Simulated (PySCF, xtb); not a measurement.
C2HF2O2, SMILES O=C(O)[C](F)F, multiplicity 2. Other conformers were not sampled.

Harmonic wavenumbers (cm⁻¹) from GFN2-xTB (xtb) at its own minimum, in rising order: 112, 176, 213, 373, 499, 534, 554, 639, 771, 1096, 1181, 1278, 1433, 1686, 3459.

Question: What does PBE-D3(BJ)/def2-SVP run with PySCF give at its own minimum? (An estimate is asked for; the answer gives what the named calculation found.)

Answer: 85, 126, 218, 403, 492, 512, 582, 646, 773, 1096, 1255, 1372, 1513, 1724, 3652. Paired by order, the mean absolute difference is 44 cm⁻¹ and the zero-point energies are 20.0 and 20.7 kcal/mol.
